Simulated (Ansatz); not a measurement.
Calculated with Ansatz (gas phase, PBE0-D4/def2-TZVP geometries, no zero-point term in ΔE). CBS: MP2 limit from def2 TZ/QZ plus the TZ coupled-cluster correction, frozen cores. This one scheme is used for every species. DFT in def2-TZVPP. B3LYP here is the variant with VWN-RPA as its local correlation; programs differ in this. One conformer a species, not always the lowest.

Reaction (formal exchange of groups at the Si–Si bond): `CO[Si](O)([SiH3])Cl` + `C=C` → `C=C[Si](O)(Cl)OC` + SiH₄

```tsv
level	ΔE (kJ/mol)	difference from CCSD(T)/CBS
PBE-D4	-6.1	12.7
r2SCAN-D4	-16.0	2.8
PBE0-D4	-10.8	8.0
B3LYP-D4	-16.3	2.5
ωB97X-V	-17.7	1.1
PBE	-4.4	14.4
r2SCAN	-15.4	3.4
PBE0	-9.4	9.4
B3LYP	-13.8	5.0
HF/def2-TZVPP	-24.8	-6.0
MP2/def2-TZVPP	-27.6	-8.8
SCS-MP2/def2-TZVPP	-27.0	-8.2
CCSD/def2-TZVPP	-21.6	-2.8
HF/CBS(def2)	-24.9	-6.1
MP2/CBS(def2)	-24.9	-6.1
CCSD/CBS(def2)	-18.9	-0.1
CCSD(T)/CBS	-18.8	0
```

Largest T1 diagnostic among the species: 0.012.

From PBE to PBE0 (25 % exact exchange), in def2-TZVPP and without D4, ΔE moves by −5.0 kJ/mol.
